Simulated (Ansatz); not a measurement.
`FCS[SiH3]`, 9 atoms. Charge 0, multiplicity 1. All runs use 2 threads of an Arm Neoverse V1 on a shared host. Correlated methods freeze the cores.

Task: Give the basis size and wall time and peak host memory of each of these runs in Ansatz. RKS PBE0-D4/def2-SVP energy; RKS ωB97M-V/def2-QZVPP energy; RKS ωB97M-V/def2-SVP energy; RKS PBE-QIDH (frozen core)/def2-TZVPP energy; RHF-CCSD(T)/def2-SVP energy; RKS PBE0-D4/def2-TZVP frequencies; direct RPA on PBE orbitals/def2-TZVPP energy; RKS PBE0-D4/def2-QZVPP energy; RKS PBE0-D4/def2-TZVP relaxation (11 steps); RKS PBE0-D4/def2-TZVPP energy; RHF-CCSD(T)/def2-TZVPP energy; RKS r2SCAN0-D4/def2-TZVPP energy. (An estimate is asked.)

Result: Ansatz gave: Other jobs shared the machine, so times are rough.

```tsv
level	job	functions	wall time	peak host memory (GiB)
RKS PBE0-D4/def2-SVP	energy	89	1.5 s	0.16
RHF-CCSD(T)/def2-SVP	energy	89	3.3 s	0.28
RKS PBE0-D4/def2-TZVPP	energy	216	3.9 s	0.46
direct RPA on PBE orbitals/def2-TZVPP	energy	216	6.5 s	0.41
RKS r2SCAN0-D4/def2-TZVPP	energy	216	7 s	0.49
RKS PBE-QIDH (frozen core)/def2-TZVPP	energy	216	7 s	0.48
RKS ωB97M-V/def2-SVP	energy	89	7.5 s	0.24
RKS PBE0-D4/def2-QZVPP	energy	404	13 s	1.1
RKS ωB97M-V/def2-QZVPP	energy	404	25 s	1.4
RKS PBE0-D4/def2-TZVP	relaxation (11 steps)	166	44 s	0.36
RHF-CCSD(T)/def2-TZVPP	energy	216	96 s	3.1
RKS PBE0-D4/def2-TZVP	frequencies	166	2.3 min	0.36
```
